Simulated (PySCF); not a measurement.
The PySCF input:
```python
from pyscf import gto, scf, mcscf
import numpy

mol = gto.M(
    atom='''
C    -0.61325264    0.10970633    0.05833978
F     0.72373916   -0.12947155   -0.06885055
H    -0.88741000   -0.04886123    1.10190357
H    -0.80210477    1.14155090   -0.23992684
H    -1.14462180   -0.58568374   -0.59236045
''',
    basis='6-31g*',
    verbose=3,
)

mf = scf.RHF(mol)
mf.kernel()
mc = mcscf.CASSCF(mf, 4, 6)
mc.kernel()
occ = numpy.linalg.eigvalsh(mc.fcisolver.make_rdm1(mc.ci, mc.ncas, mc.nelecas))[::-1]
ss = mc.fcisolver.spin_square(mc.ci, mc.ncas, mc.nelecas)[0]
print('natural occupations', occ.round(4), ' <S^2>', round(ss, 4))
```

**Question.** What does this run give for the nuclear repulsion energy, number of basis functions, SCF-reference HOMO-LUMO gap, natural occupations of the active orbitals, SCF-reference Mulliken (on the basis functions themselves) charges in atom order, total energy?

**Answer.** 
- nuclear repulsion energy: 37.7338 Eh
- number of basis functions: 34
- SCF-reference HOMO-LUMO gap: 20.93 eV
- natural occupations of the active orbitals: 2.00, 2.00, 1.98, 0.02
- SCF-reference Mulliken (on the basis functions themselves) charges in atom order: C1 -0.03, F2 -0.44, H3 0.16, H4 0.16, H5 0.16
- total energy: -139.0573 Eh
